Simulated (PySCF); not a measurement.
BH₆N, SMILES [BH3-][NH3+] (connectivity only; charge and spin as stated), charge +1, multiplicity 2.

Geometry: B3LYP-D3(BJ)/def2-TZVP. The spin state was assumed, not searched.

All values below come from TDA-PBE0/def2-TZVPD (PySCF).

Vertical excitations. 

| state | energy (eV) | λ (nm) | f | main pairs |
|---|---|---|---|---|
| root 1 | 4.45 | 279 | 0.000 | β HOMO→LUMO 99 % |
| root 2 | 6.92 | 179 | 0.010 | α HOMO→LUMO 97 % |
| root 3 | 7.36 | 168 | 0.014 | β HOMO−1→LUMO 97 % |
| root 4 | 8.03 | 154 | 0.012 | α HOMO→LUMO+1 93 % |
| root 5 | 8.73 | 142 | 0.147 | α HOMO→LUMO+2 94 % |
| root 6 | 9.05 | 137 | 0.033 | α HOMO→LUMO+4 90 % |
| root 7 | 9.13 | 136 | 0.020 | α HOMO→LUMO+3 97 % |
| root 8 | 9.38 | 132 | 0.001 | α HOMO−1→LUMO 38 %, β HOMO→LUMO+1 55 % |
| root 9 | 9.69 | 128 | 0.025 | α HOMO−1→LUMO 57 %, β HOMO→LUMO+1 41 % |
| root 10 | 9.72 | 128 | 0.004 | α HOMO→LUMO+5 78 % |
Unrestricted roots are not spin-pure.
